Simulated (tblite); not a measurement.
A geometry optimisation, step by step.

Species: C₃H₄ClOSi (doublet state).
Atom-mapped SMILES: `[O:1]=[C:2]/[C:3]([Cl:4])=[CH:5]\[SiH3:6]` (hydrogens: H7 on C5; H8, H9, H10 on Si6)
Bond orders are those of one Lewis drawing.

Computed with GFN2-xTB (tblite), gas phase: L-BFGS steps from a force-field or distance-geometry start until the largest atomic force falls under 0.01 eV/Å. 12 of its 75 geometries are shown.

Step 0: E = -508.3940 eV, largest atomic force 2.388 eV/Å
```
atom  x, y, z in Å  |  force x, y, z in eV/Å
O1      0.463    1.512    1.230    2.052  -1.139  -0.441
C2      1.469    0.921    0.864   -2.016   1.171   0.514
C3      1.439   -0.218   -0.013    0.913  -0.488  -0.143
Cl4     2.897   -1.042   -0.518    0.019   0.396   0.341
C5      0.277   -0.650   -0.476   -0.198  -1.089  -1.034
Si6    -1.348    0.112   -0.068   -1.342   1.041   0.601
H7      0.271   -1.511   -1.166    0.121   0.515   0.413
H8     -1.710   -0.239    1.317    0.151   0.033  -0.153
H9     -2.401   -0.463   -0.938    0.309  -0.014   0.026
H10    -1.349    1.583   -0.255   -0.011  -0.426  -0.125
```

Step 7: E = -508.5863 eV, largest atomic force 0.384 eV/Å
```
atom  x, y, z in Å  |  force x, y, z in eV/Å
O1      0.519    1.467    1.280    0.127   0.000   0.164
C2      1.441    0.908    0.775   -0.282   0.223  -0.135
C3      1.421   -0.278   -0.020    0.167  -0.008   0.101
Cl4     2.954   -0.977   -0.445   -0.133  -0.064   0.057
C5      0.235   -0.659   -0.520    0.189  -0.011   0.049
Si6    -1.405    0.161   -0.023    0.178  -0.084  -0.068
H7      0.267   -1.507   -1.182   -0.186  -0.043  -0.232
H8     -1.701   -0.237    1.353   -0.017   0.085  -0.030
H9     -2.361   -0.471   -0.942   -0.035   0.004   0.045
H10    -1.361    1.597   -0.298   -0.007  -0.102   0.048
```

Step 13: E = -508.7008 eV, largest atomic force 1.483 eV/Å
```
atom  x, y, z in Å  |  force x, y, z in eV/Å
O1      0.620    1.514    1.425    1.102  -0.306  -0.944
C2      1.289    0.925    0.635   -0.614   0.273   1.266
C3      1.449   -0.285    0.012   -0.222   0.059  -0.263
Cl4     2.984   -0.991   -0.367   -0.003   0.121   0.052
C5      0.255   -0.685   -0.537   -0.376  -0.298  -0.305
Si6    -1.372    0.120   -0.039    0.017  -0.273  -0.153
H7      0.202   -1.480   -1.285    0.355   0.328   0.326
H8     -1.696   -0.178    1.342   -0.032  -0.032   0.236
H9     -2.353   -0.479   -0.917   -0.241  -0.191  -0.189
H10    -1.368    1.544   -0.291    0.013   0.318  -0.026
```

Step 20: E = -508.9355 eV, largest atomic force 0.560 eV/Å
```
atom  x, y, z in Å  |  force x, y, z in eV/Å
O1      0.838    1.689    1.423    0.285   0.015   0.024
C2      1.234    0.814    0.764    0.250   0.182   0.223
C3      1.412   -0.251   -0.011   -0.284   0.007   0.056
Cl4     2.960   -0.972   -0.350    0.014   0.122   0.071
C5      0.211   -0.704   -0.559   -0.288  -0.292  -0.382
Si6    -1.436    0.069   -0.087    0.201  -0.167  -0.099
H7      0.306   -1.469   -1.325   -0.112   0.212   0.221
H8     -1.705   -0.161    1.342   -0.032  -0.063  -0.126
H9     -2.445   -0.539   -0.958    0.078   0.062   0.107
H10    -1.367    1.528   -0.263   -0.113  -0.078  -0.097
```

Step 27: E = -509.0571 eV, largest atomic force 0.279 eV/Å
```
atom  x, y, z in Å  |  force x, y, z in eV/Å
O1      1.184    1.754    1.503    0.147  -0.055   0.058
C2      1.259    0.808    0.829   -0.111   0.215   0.138
C3      1.290   -0.236    0.005    0.072   0.108  -0.030
Cl4     2.916   -0.848   -0.227    0.188  -0.155  -0.078
C5      0.161   -0.730   -0.622    0.042  -0.047  -0.047
Si6    -1.465    0.017   -0.130   -0.097   0.071  -0.021
H7      0.302   -1.466   -1.395   -0.038  -0.025   0.089
H8     -1.717   -0.180    1.298   -0.018  -0.105   0.063
H9     -2.491   -0.583   -0.958   -0.158  -0.101  -0.093
H10    -1.430    1.468   -0.325   -0.029   0.094  -0.080
```

Step 34: E = -509.0964 eV, largest atomic force 0.321 eV/Å
```
atom  x, y, z in Å  |  force x, y, z in eV/Å
O1      1.412    1.746    1.581    0.002   0.217   0.192
C2      1.298    0.844    0.860    0.118  -0.252  -0.160
C3      1.258   -0.180    0.006    0.083   0.017  -0.013
Cl4     2.910   -0.816   -0.187   -0.142   0.016  -0.042
C5      0.146   -0.692   -0.631    0.027  -0.027  -0.023
Si6    -1.520    0.000   -0.171    0.047   0.089  -0.005
H7      0.294   -1.470   -1.361    0.020   0.020   0.084
H8     -1.738   -0.246    1.260   -0.058   0.033  -0.013
H9     -2.553   -0.634   -0.975   -0.026  -0.055  -0.054
H10    -1.498    1.453   -0.406   -0.070  -0.059   0.035
```

Step 40: E = -509.1115 eV, largest atomic force 0.167 eV/Å
```
atom  x, y, z in Å  |  force x, y, z in eV/Å
O1      1.469    1.750    1.615    0.018  -0.125  -0.076
C2      1.357    0.855    0.877    0.008   0.148   0.077
C3      1.276   -0.151    0.008    0.028  -0.051  -0.017
Cl4     2.885   -0.848   -0.250    0.031   0.026  -0.006
C5      0.151   -0.653   -0.619   -0.001  -0.029   0.060
Si6    -1.536    0.003   -0.190   -0.024   0.015   0.023
H7      0.311   -1.482   -1.285   -0.035   0.003  -0.042
H8     -1.788   -0.258    1.232   -0.042   0.030   0.034
H9     -2.554   -0.661   -0.996    0.043  -0.035  -0.057
H10    -1.563    1.451   -0.415   -0.025   0.018   0.004
```

Step 47: E = -509.1209 eV, largest atomic force 0.106 eV/Å
```
atom  x, y, z in Å  |  force x, y, z in eV/Å
O1      1.581    1.720    1.651    0.039   0.068   0.019
C2      1.411    0.869    0.877   -0.086  -0.062  -0.003
C3      1.278   -0.140    0.017   -0.018  -0.011   0.028
Cl4     2.891   -0.819   -0.270    0.048  -0.023  -0.051
C5      0.141   -0.646   -0.581    0.003   0.016  -0.013
Si6    -1.562    0.001   -0.196   -0.023  -0.028   0.019
H7      0.282   -1.471   -1.258    0.026  -0.002  -0.008
H8     -1.857   -0.243    1.221   -0.037   0.014   0.012
H9     -2.515   -0.710   -1.045    0.034  -0.001   0.005
H10    -1.641    1.444   -0.439    0.013   0.028  -0.009
```

Step 54: E = -509.1236 eV, largest atomic force 0.038 eV/Å
```
atom  x, y, z in Å  |  force x, y, z in eV/Å
O1      1.596    1.727    1.646   -0.010  -0.016  -0.012
C2      1.411    0.859    0.892    0.020  -0.009   0.000
C3      1.279   -0.145    0.025   -0.016   0.029   0.019
Cl4     2.891   -0.815   -0.295    0.010   0.005  -0.008
C5      0.140   -0.647   -0.570   -0.007   0.001   0.007
Si6    -1.565    0.000   -0.190   -0.015  -0.022  -0.006
H7      0.286   -1.464   -1.257   -0.004   0.002   0.001
H8     -1.889   -0.232    1.223   -0.006   0.002  -0.010
H9     -2.495   -0.722   -1.056    0.009   0.008   0.015
H10    -1.646    1.443   -0.440    0.019  -0.001  -0.006
```

Step 61: E = -509.1240 eV, largest atomic force 0.026 eV/Å
```
atom  x, y, z in Å  |  force x, y, z in eV/Å
O1      1.602    1.726    1.649    0.003  -0.015  -0.005
C2      1.418    0.858    0.896   -0.013   0.018   0.014
C3      1.279   -0.143    0.028    0.004  -0.010  -0.012
Cl4     2.892   -0.807   -0.310   -0.003   0.008  -0.003
C5      0.138   -0.648   -0.562    0.005  -0.004  -0.001
Si6    -1.569   -0.003   -0.189    0.014   0.011   0.002
H7      0.284   -1.461   -1.253    0.002  -0.006   0.007
H8     -1.906   -0.230    1.221   -0.002   0.003   0.002
H9     -2.494   -0.727   -1.056   -0.008   0.001  -0.005
H10    -1.635    1.440   -0.447   -0.002  -0.006   0.001
```

Step 67: E = -509.1242 eV, largest atomic force 0.034 eV/Å
```
atom  x, y, z in Å  |  force x, y, z in eV/Å
O1      1.603    1.719    1.656   -0.003   0.017   0.014
C2      1.415    0.858    0.896    0.007  -0.028  -0.018
C3      1.279   -0.142    0.025   -0.006   0.014   0.015
Cl4     2.895   -0.794   -0.319    0.002   0.004  -0.005
C5      0.139   -0.653   -0.560   -0.007  -0.004   0.002
Si6    -1.567   -0.004   -0.189   -0.019  -0.010  -0.007
H7      0.285   -1.470   -1.246   -0.002  -0.008   0.000
H8     -1.913   -0.225    1.220    0.011   0.001  -0.006
H9     -2.498   -0.723   -1.056    0.013   0.004   0.006
H10    -1.628    1.438   -0.451    0.003   0.011   0.001
```

Step 74: E = -509.1244 eV, largest atomic force 0.008 eV/Å
```
atom  x, y, z in Å  |  force x, y, z in eV/Å
O1      1.596    1.715    1.661    0.000  -0.003  -0.002
C2      1.412    0.856    0.897   -0.002   0.006   0.005
C3      1.278   -0.143    0.026    0.001  -0.001  -0.005
Cl4     2.896   -0.781   -0.333   -0.001  -0.001   0.000
C5      0.137   -0.659   -0.556    0.001   0.001  -0.001
Si6    -1.567   -0.002   -0.190    0.003   0.000   0.003
H7      0.284   -1.480   -1.237   -0.002   0.001   0.002
H8     -1.912   -0.220    1.219    0.000   0.000   0.003
H9     -2.497   -0.720   -1.057    0.000   0.002  -0.003
H10    -1.619    1.441   -0.452    0.000  -0.003  -0.003
```

Question: Summarise the path.

Answer: The energy falls by 70.47 kJ/mol from step 0 to step 74; nine tenths of that is first reached at step 27. It falls at every step. The largest force goes from 2.388 to 0.008 eV/Å. Among the bonds C2–C3 changes most, from 1.438 to 1.333 Å; the atoms move by 0.450 Å rms after alignment.

The cost below is that of the whole relaxation. On one thread, Arm Neoverse V2 (aarch64), shared host with 192 logical CPUs at a one-minute load of 75, this took 0.33 s.
